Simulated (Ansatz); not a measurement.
Relaxation of CH$_{8}$FNSi (12 atoms, charge 0, multiplicity 1), to a largest force component of 0.02 eV/Å in at most 40 steps.

Theory: Ansatz 0.2.0, RKS B3LYP-D4/6-31G.

```xyz
12
Properties=species:S:1:pos:R:3
Si -0.168 0.804 -1.755
N 0.208 -0.873 -1.883
H 1.113 1.472 -1.566
H -0.829 1.142 -3.016
H -1.081 1.156 -0.651
H -0.528 -1.524 -2.105
H 0.832 -1.278 -1.203
C 0.030 -0.199 2.468
F 1.193 0.159 1.847
H -0.653 -0.585 1.711
H -0.385 0.690 2.947
H 0.266 -0.965 3.209
```

Question: Where does it end, and by what steps?

Answer: The run converged. The force dipped under the threshold on the way, but the program's further checks kept it going. Limits of this set-up: no polarisation functions. After 13 steps the energy has fallen by 0.479 eV; H7 moved furthest, 0.69 Å.

| step | energy less start (eV) | largest force component (eV/Å) | accepted |
| --- | --- | --- | --- |
| 0 | 0.0000 | 2.423 | yes |
| 1 | -0.2870 | 0.932 | yes |
| 2 | -0.3548 | 0.689 | yes |
| 3 | -0.4005 | 0.540 | yes |
| 4 | -0.4381 | 0.458 | yes |
| 5 | -0.4596 | 0.374 | yes |
| 6 | -0.4689 | 0.303 | yes |
| 7 | -0.4756 | 0.187 | yes |
| 8 | -0.4714 | 0.165 | no |
| 9 | -0.4773 | 0.043 | yes |
| 10 | -0.4786 | 0.014 | yes |
| 11 | -0.4790 | 0.033 | yes |
| 12 | -0.4792 | 0.032 | yes |
| 13 | -0.4792 | 0.012 | yes |

```xyz
12
Properties=species:S:1:pos:R:3
Si -0.173 0.866 -1.527
N 0.140 -0.850 -1.265
H 1.069 1.699 -1.712
H -1.007 0.959 -2.775
H -0.952 1.501 -0.400
H -0.151 -1.558 -1.919
H 0.762 -1.151 -0.530
C -0.013 -0.302 2.073
F 1.208 -0.163 1.304
H -0.800 -0.624 1.390
H -0.249 0.669 2.510
H 0.166 -1.047 2.852
```

Run time: 29 s on 1 thread of Arm Neoverse V2 (shared host), peak memory 0.14 GiB.
